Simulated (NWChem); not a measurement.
# SiH3OF; SMILES O[SiH2]F

```xyz
6

Si    -0.4328     0.0479    -0.0345
O      0.5924    -1.2340    -0.2067
F      0.3694     1.4458    -0.0795
H     -1.3520    -0.0169    -1.1876
H     -1.1376     0.0111     1.2724
H      1.1907    -1.4277     0.5282
```
Atoms are numbered in this order, from 1.

Computed with NWChem. Geometry optimised at B3LYP/6-31G*; all other runs use it. Pople sets run with spherical d functions.

```csv
quantity,level,value
"charge (e), Mulliken Si1",Hartree-Fock/6-31G*,1.29
"vertical, lowest excitation, singlet (eV)","B3LYP/def2-SVP, TDA",8.35
orbital gap (eV),N12/def2-SVP,7.67
solvation free energy (kcal/mol) in water,"B3LYP/def2-SVP, SMD",-3.7
−ε(HOMO) (eV),M06-2X/def2-SVPD,10.79
dipole (D),B3LYP/6-31G*,1.64
highest harmonic frequency (cm⁻¹),B3LYP/6-31G*,3806
```
